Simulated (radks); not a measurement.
Q: Excited configurations of Si I: one electron is placed in a higher orbital outside [Ne] 3s2 3p1. The ground configuration is [Ne] 3s2 3p2. All-electron calculation, Dirac Kohn-Sham, PBE, spin-unpolarised, spherical densities, point nucleus; open shells fill j = l - 1/2 first. Program: a radial shooting solver on a logarithmic mesh with Libxc functionals. Excitation = E - E(ground); binding = E(ion) - E, where the ion is the core of charge +1; n* = 1/sqrt(2 binding) in atomic units, and the quantum defect is n - n*.

| outer orbital | excitation (eV) | binding (eV) | n* | quantum defect | eigenvalue (eV) | <r> (bohr) |
|---|---|---|---|---|---|---|
| 4s1/2 | 4.571 | 3.184 | 2.067 | 1.933 | -1.798 | 6.748 |
| 4d3/2 | 6.525 | 1.230 | 3.326 | 0.674 | -0.650 | 14.90 |
| 5p1/2 | 6.524 | 1.231 | 3.325 | 1.675 | -0.732 | 17.00 |
| 5d3/2 | 6.967 | 0.788 | 4.155 | 0.845 | -0.475 | 25.41 |
| 5f5/2 | 7.124 | 0.630 | 4.646 | 0.354 | -0.366 | 29.32 |
| 6s1/2 | 6.815 | 0.940 | 3.805 | 2.195 | -0.602 | 23.56 |
| 7s1/2 | 7.130 | 0.624 | 4.668 | 2.332 | -0.414 | 36.02 |
| 7p1/2 | 7.217 | 0.537 | 5.032 | 1.968 | -0.355 | 41.32 |

Estimate the row for 6p1/2.

A: excitation (eV) 6.975; binding (eV) 0.780; n* 4.177; quantum defect 1.823; eigenvalue (eV) -0.496; <r> (bohr) 27.78. The Delta-SCF ionisation energy is 7.755 eV (NIST Atomic Spectra Database: 8.152 eV, measured). Self-interaction in the functional shifts the binding energies and quantum defects, so they are the method's values and not measured ones. Spin polarisation and multiplet splitting are left out, so open shells lie too high by an amount that depends on their filling.

Beside tabulated values, note that spin-unpolarised runs miss the spin-polarisation part of the exchange energy of open shells.
